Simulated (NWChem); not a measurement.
System meant: C3H9B; SMILES C(C)BC

Input file for NWChem:

```
start job
memory heap 200 mb stack 900 mb global 1100 mb
geometry units angstroms noautoz
  B     -0.442740     0.645370     0.176899
  H     -1.611444     0.501777     0.490745
  C      0.079139     2.098488    -0.073770
  H      1.171568     2.199693    -0.160877
  H     -0.305706     2.824510     0.660271
  H     -0.359609     2.413296    -1.041911
  C      0.473466    -0.618478     0.069726
  C     -0.185601    -1.981949    -0.097669
  H      1.009479    -0.574173     1.046249
  H      1.280973    -0.459622    -0.668058
  H     -0.691155    -2.063511    -1.073020
  H     -0.951968    -2.152995     0.674408
  H      0.538531    -2.809699    -0.037327
end
basis spherical
  * library def2-svp
end
dft
  xc b3lyp
  iterations 4
  mulliken
end
task dft energy
```

End of the output:

```
    Atom       Charge   Shell Charges
 -----------   ------   -------------------------------------------------------
    1 B    5     4.97   1.97  0.55  0.25  1.39  0.65  0.16
    2 H    1     1.04   0.65  0.36  0.03
    3 C    6     6.13   1.96  0.57  0.31  1.90  1.33  0.05
    4 H    1     0.97   0.63  0.27  0.07
    5 H    1     0.95   0.63  0.26  0.07
    6 H    1     0.94   0.61  0.26  0.07
    7 C    6     6.11   1.96  0.58  0.30  1.93  1.26  0.07
    8 C    6     6.05   1.96  0.57  0.30  1.89  1.25  0.07
    9 H    1     0.94   0.62  0.26  0.07
   10 H    1     0.96   0.63  0.26  0.07
   11 H    1     0.98   0.64  0.27  0.06
   12 H    1     0.98   0.64  0.27  0.06
   13 H    1     0.98   0.65  0.27  0.06

 center of mass
 --------------
 x =  -0.01829647 y =   0.02677580 z =   0.00907835

 moments of inertia (a.u.)
 ------------------
         539.636438745718           0.000000000000          -0.000000000000
           0.000000000000          69.521479311218          -0.000000000000
          -0.000000000000          -0.000000000000         570.170482334752

     Multipole analysis of the density
     ---------------------------------

     L   x y z        total         alpha         beta         nuclear
     -   - - -        -----         -----         ----         -------
     0   0 0 0     -0.000000    -16.000000    -16.000000     32.000000

     1   1 0 0      0.203537      0.101769      0.101769      0.000000
     1   0 1 0      0.073385      0.036693      0.036693      0.000000
     1   0 0 1     -0.028011     -0.014006     -0.014006     -0.000000

     2   2 0 0    -21.726352    -30.789981    -30.789981     39.853609
     2   1 1 0     -0.081678     -0.958362     -0.958362      1.835046
     2   1 0 1      0.323767      0.259680      0.259680     -0.195593
     2   0 2 0    -21.128733   -172.326025   -172.326025    323.523317
     2   0 1 1     -0.208580      0.261169      0.261169     -0.730918
     2   0 0 2    -19.991546    -19.173066    -19.173066     18.354586

 ------------------------------------------------------------------------
 dft energy failed                                                                                  0
 ------------------------------------------------------------------------
 ------------------------------------------------------------------------
  current input line :
    26: task dft energy
 ------------------------------------------------------------------------
 ------------------------------------------------------------------------
 This type of error is most commonly associated with calculations not reaching convergence criteria
 ------------------------------------------------------------------------
 For more information see the NWChem manual at https://nwchemgit.github.io

0:dft energy failed:Received an Error in Communication
```

What is wrong, and how is it mended?

Convergence was not reached. Cause: the SCF was allowed too few iterations. This input runs:
```
start job
memory heap 200 mb stack 900 mb global 1100 mb
geometry units angstroms noautoz
  B     -0.442740     0.645370     0.176899
  H     -1.611444     0.501777     0.490745
  C      0.079139     2.098488    -0.073770
  H      1.171568     2.199693    -0.160877
  H     -0.305706     2.824510     0.660271
  H     -0.359609     2.413296    -1.041911
  C      0.473466    -0.618478     0.069726
  C     -0.185601    -1.981949    -0.097669
  H      1.009479    -0.574173     1.046249
  H      1.280973    -0.459622    -0.668058
  H     -0.691155    -2.063511    -1.073020
  H     -0.951968    -2.152995     0.674408
  H      0.538531    -2.809699    -0.037327
end
basis spherical
  * library def2-svp
end
dft
  xc b3lyp
  iterations 150
  mulliken
end
task dft energy
```
It converges to -144.48542 Ha (B3LYP/def2-SVP).
